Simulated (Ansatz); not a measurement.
`[SiH]12[SiH]3[SiH]4[SiH]1[SiH]1[SiH]2[SiH]3[SiH]41`. Charge 0, multiplicity 1.

Z-matrix (Å, degrees):
```
Si
Si 1 2.374
Si 1 2.374 2 90.0
Si 1 2.374 2 90.0 3 90.0
H 1 1.491 2 125.3 3 -135.0
Si 2 2.374 1 90.0 3 -0.0
Si 2 2.374 1 90.0 3 -90.0
H 2 1.491 1 125.3 3 135.0
Si 3 2.374 1 90.0 2 90.0
H 3 1.491 1 125.3 2 -135.0
H 4 1.491 1 125.3 2 135.0
Si 6 2.374 2 90.0 1 -90.0
H 6 1.491 2 125.3 1 135.0
H 7 1.491 2 125.3 1 -135.0
H 9 1.491 3 125.3 1 135.0
H 12 1.491 6 125.3 2 -135.0
```

(1) List the harmonic frequencies (cm⁻¹, unscaled) at PBE0-D4/def2-TZVP in Ansatz. (Estimate.)

(2) Is this a minimum?

(3) Give the ideal-gas thermochemistry at 298.15 K and 1 bar (rigid rotor, harmonic oscillator; point group Oh, symmetry number 24).

(4) And at 400, 500, 600, 800 and 1000 K?

## Answers

(1) Computed: 183, 183, 183, 192, 192, 302, 401, 401, 401, 403, 403, 403, 408, 408, 408, 417, 417, 427, 442, 442, 442, 528, 528, 540, 540, 540, 569, 569, 607, 607, 607, 669, 669, 669, 2183, 2189, 2189, 2189, 2190, 2190, 2190, 2200.

(2) Yes, all 42 modes are real.

(3) Zero-point energy 195.1 kJ/mol; H(298) − E = 231.2 kJ/mol; entropy 417.2 J/(mol·K), of which translation 176.8, rotation 103.8, vibration 136.5; G(298) − E = 106.8 kJ/mol.

(4) 
| T (K) | H − E (kJ/mol) | S (J/mol/K) | G − E (kJ/mol) |
| --- | --- | --- | --- |
| 400 | 256.2 | 489.2 | 60.5 |
| 500 | 283.5 | 550.1 | 8.5 |
| 600 | 312.6 | 603.1 | -49.2 |
| 800 | 374.7 | 692.3 | -179.1 |
| 1000 | 440.6 | 765.7 | -325.1 |
